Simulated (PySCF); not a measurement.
3,3-difluorocyclobutene (C4H4F2), SMILES FC1(F)C=CC1.

Geometry optimised at B3LYP-D3(BJ)/def2-SVP.

Calculation: M06-2X/def2-TZVP in PySCF.

Isolated molecule, no solvent.

Computed frontier levels, gap, dipole moment and polarisability:
The highest occupied level is -9.42 eV and the lowest empty level is 0.36 eV. The orbital gap is 9.78 eV and the dipole moment comes out as 2.62 D. The quadrupole, principal values (traceless, Buckingham form, about the centre of nuclear charge) is -4.65, -0.05, 4.70 D·Å and the mean static polarisability is 44.1 bohr³ (6.54 Å³). The polarisability, principal values is 36.0, 45.9, 50.5 bohr³.
